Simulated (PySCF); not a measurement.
A side-by-side comparison of computed properties.

First species: C₅H₁₀O₂.
Cartesian coordinates in Å at the GFN2-xTB level; atoms count from 1:
```
atom  x, y, z in Å
C1     0.5646    1.3015   -1.9051
C2     0.6790    0.8066   -0.6877
C3     0.0425   -0.4765   -0.2338
C4     1.1163   -1.4702    0.2492
O5     1.8036   -0.9871    1.3685
O6    -0.8144   -0.2772    0.8854
C7    -1.9647    0.4724    0.5933
H8    -0.0129    0.8056   -2.6689
H9     1.0491    2.2183   -2.1941
H10    1.2595    1.3091    0.0734
H11   -0.5271   -0.9301   -1.0617
H12    0.6240   -2.4262    0.4817
H13    1.8575   -1.6303   -0.5366
H14    1.1336   -0.6980    2.0016
H15   -2.5322    0.5359    1.5198
H16   -1.7131    1.4808    0.2459
H17   -2.5722   -0.0225   -0.1743
```

Second species: C₅H₁₀F₂O.
Cartesian coordinates in Å at the GFN2-xTB level; atoms count from 1:
```
atom  x, y, z in Å
C1     2.7273    0.2426    0.0112
C2     1.3671   -0.0372   -0.6064
O3     0.3934    0.0739    0.4196
C4    -0.8962   -0.3776    0.0986
C5    -1.6543   -0.5810    1.4066
C6    -1.6312    0.6529   -0.7805
F7    -1.2162    0.5870   -2.0713
F8    -2.9627    0.4092   -0.8166
H9     2.7432    1.2455    0.4275
H10    2.9238   -0.4666    0.8101
H11    3.5009    0.1552   -0.7459
H12    1.1628    0.6785   -1.4135
H13    1.3402   -1.0504   -1.0334
H14   -0.8463   -1.3219   -0.4688
H15   -1.7033    0.3593    1.9492
H16   -2.6603   -0.9406    1.2124
H17   -1.1209   -1.3048    2.0153
H18   -1.4761    1.6824   -0.4260
```

Levels: PBE0/pcSseg-1 for dipole moment, HOMO energy, LUMO energy and HOMO–LUMO gap; GFN2-xTB for rotational constant A and rotational constant C. Geometries: GFN2-xTB. Each species is one conformer at its optimised geometry, gas phase, non-relativistic unless stated; the electronic structure was computed with PySCF and density fitting.

The conformers computed, where there is a choice (atom-mapped SMILES and torsion angles):
- `[CH2:1]=[CH:2][C@@H:3]([CH2:4][OH:5])[O:6][CH3:7]`: C1–C2–C3–C4 121°, C2–C3–C4–O5 63°, C2–C3–O6–C7 68°, H–O5–C4–C3 50°
- `[CH3:1][CH2:2][O:3][C@@H:4]([CH3:5])[CH:6]([F:7])[F:8]`: C1–C2–O3–C4 -169°, C2–O3–C4–C5 163°, O3–C4–C6–F7 78°

Values for the first species:

| Quantity | Value |
| --- | --- |
| Dipole moment | 2.45 D |
| HOMO energy | -7.45 eV |
| LUMO energy | 0.09 eV |
| HOMO–LUMO gap | 7.54 eV |
| Rotational constant A | 2.908 GHz |
| Rotational constant C | 1.493 GHz |

Q: Estimate the same properties for the second species, and the change in each.

A: 
| property | first | second | second less first |
| --- | --- | --- | --- |
| dipole moment | 2.45 D | 1.35 D | -1.10 D |
| HOMO energy | -7.45 eV | -7.71 eV | -0.26 eV |
| LUMO energy | 0.09 eV | 1.61 eV | +1.52 eV |
| HOMO–LUMO gap | 7.54 eV | 9.32 eV | +1.78 eV |
| rotational constant A | 2.908 GHz | 3.276 GHz | +0.368 GHz |
| rotational constant C | 1.493 GHz | 0.944 GHz | -0.549 GHz |

On the first: A dipole of 2.45 D is allowed in C1, and pure rotational transitions are dipole-allowed. In atomic units the dipole is 0.96 e·bohr (1 au = 2.5417 D).

On the second: The dipole matches unit charges of opposite sign 0.28 Å apart (1 e·Å = 4.8032 D). A dipole of 1.35 D is allowed in C1, and pure rotational transitions are dipole-allowed.
